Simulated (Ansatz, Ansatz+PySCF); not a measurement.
```tsv
atom	x (Å)	y (Å)	z (Å)
B	0.0092	0.0040	0.8812
B	-0.0043	-0.0089	-0.8822
H	0.9850	0.0054	0.0009
H	-0.9998	-0.0043	-0.0063
H	0.0015	1.0521	1.4766
H	0.0064	-1.0510	1.4590
H	0.0017	1.0545	-1.4573
H	0.0092	-1.0518	-1.4627
```

Basis set: def2-SVP (spherical functions). Frozen core: 2 orbitals. Charge 0, multiplicity 1.

Computed with Ansatz (development build ahead of 0.2.0); each method stands on the lowest determinant of its kind that the runs found. Restricted open shells among the atoms or ions are ROHF, correlated in semicanonical orbitals with singles.

The atomization energy at this shape (free ground-state atoms in the same class of orbitals less the molecule, no zero-point energy) of singlet B₂H₆:

| method | atomization energy |
| --- | --- |
| RHF-CCSD(T) | 25.30 eV |
| RHF-MP2 | 25.20 eV |
| UHF | 21.26 eV |

Problem. What does RHF give?

Solution. 21.42 eV.
